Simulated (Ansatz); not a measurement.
One change: `[NH2][AlH][Br]` becomes `[NH2][InH][Br]`.

Ansatz, PBE0-D4/def2-TZVP geometries, multiplicity 1. Each molecule was computed in one conformer, which needn't be the lowest.

Elements past krypton have def2 core potentials. Scalar relativity is left out up to krypton.

| property | `[NH2][AlH][Br]` |
| --- | --- |
| LUMO energy (B3LYP/def2-TZVPP) / eV | -0.79 |
| LUMO energy (PBE0/def2-TZVPP) / eV | -0.60 |
| HOMO–LUMO gap (B3LYP/def2-TZVPP) / eV | 6.75 |
| HOMO energy (B3LYP/def2-TZVPP) / eV | -7.54 |
| zero-point energy (PBE0-D4/def2-TZVP) / kJ/mol | 88.7 |
| HOMO–LUMO gap (PBE0/def2-TZVPP) / eV | 7.20 |

Task: Give the same properties after the change, and the shifts. (An estimate is asked.)

Result: Ansatz gave: 
| property | `[NH2][InH][Br]` | shift |
| --- | --- | --- |
| LUMO energy (B3LYP/def2-TZVPP) / eV | -1.55 | -0.76 |
| LUMO energy (PBE0/def2-TZVPP) / eV | -1.27 | -0.67 |
| HOMO–LUMO gap (B3LYP/def2-TZVPP) / eV | 5.68 | -1.07 |
| HOMO energy (B3LYP/def2-TZVPP) / eV | -7.23 | 0.31 |
| zero-point energy (PBE0-D4/def2-TZVP) / kJ/mol | 83.3 | -5.4 |
| HOMO–LUMO gap (PBE0/def2-TZVPP) / eV | 6.19 | -1.01 |

With PBE0 the HOMO rises by 0.34 eV and the LUMO falls by 0.67 eV, so the gap narrows by about 1.01 eV. PBE moves the HOMO by 0.29 eV and ωB97M-V by 0.37 eV.

B3LYP here is the variant with VWN-RPA as its local correlation; programs differ in this.

Spin–orbit coupling is left out; it splits and shifts lone-pair levels of the heavy atoms by tenths of an eV.
